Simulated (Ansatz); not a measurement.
Diatomic CsRe, multiplicity 7 (lowest of 2S+1 = 1, 3, 5, 7 at CCSD(T)/def2-TZVPP on PBE0 minima; our sources give no spin for the ground state, which may be another). No spin–orbit coupling.

Constants: fifth-degree fit in 1/R to seven points, most abundant isotopes. In def2 and cc sets the state is the lowest found near the PBE0 minimum, followed along R.

Correlated levels freeze the inner cores; with def2 sets outer-core shells near the valence are correlated too.

Codes used: Ansatz (Gaussian orbitals). Values without a source in brackets are computed. In def2 rows elements past Kr take small-core potentials, without spin–orbit coupling.

Energies at CCSD(T)/def2-TZVPP:

| R (Å) | E (hartree) |
|---|---|
| 3.923803 | -97.92073921 |
| 4.029281 | -97.92136421 |
| 4.126321 | -97.92169717 |
| 4.236019 | -97.92186069 |
| 4.345717 | -97.92186019 |
| 4.472291 | -97.92171439 |
| 4.619961 | -97.92142004 |

With a reduced mass of 77.6819 u, find the minimum, the force constant and the constants.

A fifth-degree polynomial in 1/R puts the minimum at r_e = 4.2883 Å with force constant 5.08 N/m. Then ω_e = (1/2πc)√(k/μ) = 33 cm⁻¹ and B_e = h/(8π²cμr_e²) = 0.01180 cm⁻¹; the cubic and quartic terms give α_e = 8.6e-5 and ω_e x_e = 0.24 cm⁻¹.

Ansatz is a first-principles code.
